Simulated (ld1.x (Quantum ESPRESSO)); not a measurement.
## Scattering properties, TM potential for Mn

ld1.x (Quantum ESPRESSO) 7.5 input, shortened:

```
&input
   title='Mn', zed=25., rel=1, dft='PBE', iswitch=3,
   config='[Ar] 3d6 4s1 4p0'
 /
 &inputp
   pseudotype=2, tm=.true., lloc=-1, rcloc=1.25,
   nlcc=.false.
 /
3
3S  1  0   2.00   0.00  1.15  1.15  0.0
3P  2  1   6.00   0.00  0.90  0.90  0.0
3D  3  2   6.00   0.00  1.40  1.40  0.0
 &test
   configts(1)='3s2 3p6 3d6 4s1 4p0'
 /
```

Occupied shells without a wave of their own: 4s. They enter only through the test configuration that unscreens the potential.

The phase is arctan(r·u′/u) with u = r·R(r), unwrapped; energies in Ry, scanned from -8 to 5 Ry. A pole is an energy at which the radial function vanishes at the test radius. The pseudo phase is shifted by a multiple of π to meet the all-electron one at the reference energy, and phase errors are pseudo minus all-electron; the curves can meet again beyond the range given. Levels narrower than the energy grid can be missing from the lists of poles.

| channel | radius (bohr) | reference energy (Ry) | poles, all-electron | poles, pseudo | unbroken range about the reference energy with phases within 0.05 rad | phase error 1 Ry above the reference energy (rad) |
| --- | --- | --- | --- | --- | --- | --- |
| s | 1.55 | -6.00 | -5.31 | -5.31 | the whole range | +0.000 |
| p | 1.55 | -3.71 | -2.79 | -2.79 | the whole range | -0.000 |
| d | 1.55 | -0.25 | 1.17 | 1.20 | below 4.6 | +0.004 |

Phases in the s channel:

| E (Ry) | all-electron | pseudo |
| --- | --- | --- |
| -8.00 | 1.178 | 1.178 |
| -7.76 | 1.141 | 1.141 |
| -7.52 | 1.089 | 1.089 |
| -7.28 | 1.010 | 1.011 |
| -7.04 | 0.877 | 0.878 |
| -6.80 | 0.614 | 0.615 |
| -6.56 | 0.042 | 0.043 |
| -6.32 | -0.737 | -0.736 |
| -6.08 | -1.177 | -1.177 |
| -5.84 | -1.381 | -1.381 |
| -5.60 | -1.491 | -1.491 |
| -5.36 | -1.560 | -1.560 |
| -5.12 | -1.607 | -1.607 |
| -4.88 | -1.642 | -1.642 |
| -4.64 | -1.670 | -1.669 |
| -4.40 | -1.693 | -1.692 |
| -4.16 | -1.712 | -1.711 |
| -3.92 | -1.729 | -1.728 |
| -3.68 | -1.744 | -1.744 |
| -3.44 | -1.759 | -1.758 |
| -3.20 | -1.772 | -1.771 |
| -2.96 | -1.785 | -1.784 |
| -2.72 | -1.798 | -1.797 |
| -2.48 | -1.811 | -1.809 |
| -2.24 | -1.823 | -1.822 |
| -2.00 | -1.836 | -1.835 |
| -1.76 | -1.850 | -1.848 |
| -1.52 | -1.863 | -1.861 |
| -1.28 | -1.878 | -1.876 |
| -1.04 | -1.893 | -1.891 |
| -0.80 | -1.910 | -1.907 |
| -0.56 | -1.927 | -1.924 |
| -0.32 | -1.946 | -1.942 |
| -0.08 | -1.967 | -1.963 |
| 0.16 | -1.990 | -1.985 |
| 0.40 | -2.015 | -2.009 |
| 0.64 | -2.043 | -2.036 |
| 0.88 | -2.074 | -2.067 |
| 1.12 | -2.110 | -2.102 |
| 1.36 | -2.151 | -2.141 |
| 1.60 | -2.199 | -2.187 |
| 1.84 | -2.254 | -2.240 |
| 2.08 | -2.319 | -2.302 |
| 2.32 | -2.396 | -2.375 |
| 2.56 | -2.487 | -2.462 |
| 2.80 | -2.596 | -2.566 |
| 3.04 | -2.724 | -2.688 |
| 3.28 | -2.872 | -2.831 |
| 3.52 | -3.038 | -2.992 |
| 3.76 | -3.214 | -3.166 |
| 4.00 | -3.391 | -3.344 |
| 4.24 | -3.558 | -3.514 |
| 4.48 | -3.708 | -3.670 |
| 4.72 | -3.839 | -3.806 |
| 4.96 | -3.950 | -3.922 |
